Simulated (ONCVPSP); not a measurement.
Before and after: ONCV potential for Ni (Z = 28)

| Quantity | Value |
| --- | --- |
| Element | nickel |
| Generator | ONCVPSP 4.0.1 |
| Type | optimised norm-conserving Vanderbilt (ONCV) |
| Functional | PBE |
| Relativity | fully relativistic |
| Frozen core | [Ne] |
| Valence charge | 18 |
| Reference configuration | 3s2 3p6 3d8 4s1 (charge +1) |
| Partial waves | 3s+4s: rc 1.20 bohr, ncon 3, nbas 8, qcut 11.6 1/bohr, 2 projectors; 3p: rc 1.20 bohr, ncon 4, nbas 7, qcut 13.4 1/bohr, 2 projectors, debl 3.6 Ha; 3d: rc 1.10 bohr, ncon 3, nbas 8, qcut 15.1 1/bohr, 1 projector |
| Local potential | polynomial inside 0.80 bohr (lpopt 3, dvloc0 3 Ha) |
| Core correction | none |

Open shells are filled in proportion to 2j + 1.

All-electron outer shells of the reference configuration (PBE, scalar-relativistic, ld1.x):

```csv
shell,level (eV),outermost node (bohr),outermost maximum (bohr)
2p,-853.66,–,0.16
3s,-120.17,0.30,0.64
3p,-80.51,0.27,0.65
3d,-17.92,–,0.63
4s,-13.18,0.92,2.13
```

Change: s: qcut 10.4.

Cutoffs: the cutoffs (Ha) at which the residual kinetic energy of the hardest occupied pseudo-wave falls to 1 and 0.1 mHa per electron; they do not see the model core or the augmentation charge, which bear on the density cutoff. Errors are all-electron minus pseudo energies relative to the spin-unpolarised reference configuration.

Task: How do hardness, ghosts and transferability respond?

Result: The potential gets neither clearly harder nor softer (82 Ha and 94 Ha → 82 Ha and 94 Ha); the d channel sets the loose cutoff, while the largest relative change is in s, which becomes softer; the errors of the 4 common tests hardly move; neither file shows a bound ghost.

```csv
quantity,base,changed
"cutoff, loose",82 Ha,82 Ha
"cutoff, tight",94 Ha,94 Ha
loose cutoff by channel,"s 42 Ha, p 46 Ha, d 82 Ha","s 35 Ha, p 46 Ha, d 82 Ha"
bound ghosts,none,none
GHOST(+) flags under 300 eV,none,none
"error for 3s2 3p6 3d8 4s2, meV [ΔE -9.32 eV]",+0.4,+0.4
"error for 3s2 3p6 3d8 4s0, meV [ΔE 17.35 eV]",+1.6,+1.7
"error for 3s2 3p6 3d7 4s0, meV [ΔE 54.82 eV]",-4.5,-4.6
"error for 3s2 3p6 3d8.5 4s1.5, meV [ΔE -10.51 eV]",-0.7,-0.7
s: phases at 1.22 bohr within 0.05 rad from the reference energy up to (Ha; the scan ends near 5),to the end of the scan,to the end of the scan
p3/2: phases at 1.22 bohr within 0.05 rad from the reference energy up to (Ha; the scan ends near 5),to the end of the scan,to the end of the scan
p1/2: phases at 1.22 bohr within 0.05 rad from the reference energy up to (Ha; the scan ends near 5),to the end of the scan,to the end of the scan
d5/2: phases at 1.12 bohr within 0.05 rad from the reference energy up to (Ha; the scan ends near 5),3.2,3.2
d3/2: phases at 1.12 bohr within 0.05 rad from the reference energy up to (Ha; the scan ends near 5),3.2,3.2
```
